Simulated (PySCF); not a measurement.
**Ar²⁺: excitation energy**

Ar²⁺ [Ne] 3s2 3p4 (3P) → Ar²⁺ [Ne] 3s1 3p5, s spin flipped, as a difference of total energies. All numbers are calculated (PySCF 2.14, the non-relativistic Hamiltonian (point nucleus), in aug-cc-pV(T+d)Z (6s5p4d2f, 55 functions)). Correlated levels: valence: [Ne] frozen. The calculations carry no spin-orbit coupling.

```json
{"method": "UHF", "excitation energy (eV)": "20.980"}
{"method": "MP2 (valence)", "excitation energy (eV)": "18.391"}
{"method": "SCS-MP2 (valence)", "excitation energy (eV)": "18.025"}
```

Question: How much does correlation contribute at MP2 (valence)?

Answer: 18.391 − (20.980) = -2.589 eV, measured against UHF.

The upper determinant mixes two multiplicities, so it lies between the two terms.

The coupled-cluster amplitudes are large for the upper state (T1 above 0.03 or a double amplitude above 0.15), so a single reference is strained.
